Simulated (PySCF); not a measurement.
**Electron correlation in Mg (magnesium, neutral)**

[Ne] 3s1 4s1, high-spin 3S determinant (an excited configuration). Computed with PySCF 2.14 in x2c-TZVPPall with one added diffuse shell each of s, p, d type (6s5p4d, 41 functions), with the spin-free X2C one-electron Hamiltonian (Gaussian nucleus). Frozen: [Ne]; 2 electrons correlated.

With two correlated electrons CCSD is exact within the correlated space (frozen core and kept virtual orbitals).

```csv
level,correlation energy (mhartree)
CCSD,-4.01
```

Diagnostics: T1 = 0.012, D1 = 0.0245, largest double amplitude 0.067.

Task: Is a single reference adequate?

Result: Yes: T1 lies below 0.03 and no double amplitude reaches 0.07.
